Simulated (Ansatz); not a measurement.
`BC(O)OBCl`. Charge 0, multiplicity 1.

| atom | x (Å) | y (Å) | z (Å) |
| --- | --- | --- | --- |
| B1 | -0.5440 | -1.6777 | -0.1819 |
| C2 | -0.3009 | -0.1516 | -0.1738 |
| O3 | 0.7716 | -0.8860 | -0.9203 |
| O4 | 0.2815 | 0.4891 | 0.8986 |
| B5 | 0.3554 | 1.8320 | 0.9523 |
| Cl6 | 1.1037 | 2.5654 | 2.3473 |
| H7 | -0.1323 | -2.3323 | 0.7229 |
| H8 | -1.2773 | -2.1238 | -1.0143 |
| H9 | -0.8036 | 0.5437 | -0.8464 |
| H10 | 0.6300 | -0.7834 | -1.8683 |
| H11 | -0.0841 | 2.5246 | 0.0838 |

Q: List the harmonic frequencies (cm⁻¹, unscaled) at PBE0-D4/def2-TZVP in Ansatz. (Estimate.)

A: Ansatz gave: 60, 117, 157, 299, 362, 416, 474, 610, 760, 816, 856, 868, 882, 989, 1016, 1056, 1116, 1181, 1217, 1289, 1372, 1412, 2590, 2640, 2695, 3116, 3837.

Q: Is this a minimum?

A: Yes, all 27 modes are real.

Q: Give the ideal-gas thermochemistry at 298.15 K and 1 bar (rigid rotor, harmonic oscillator; point group C1, symmetry number 1).

A: Zero-point energy 192.6 kJ/mol; H(298) − E = 213.4 kJ/mol; entropy 349.7 J/(mol·K), of which translation 167.0, rotation 115.0, vibration 67.7; G(298) − E = 109.2 kJ/mol. Modes under 100 cm⁻¹ are hindered rotations or soft bends, so the harmonic entropy is rough.

Q: Rotational constants (cm⁻¹)?

A: 0.4055, 0.03716, 0.0365.
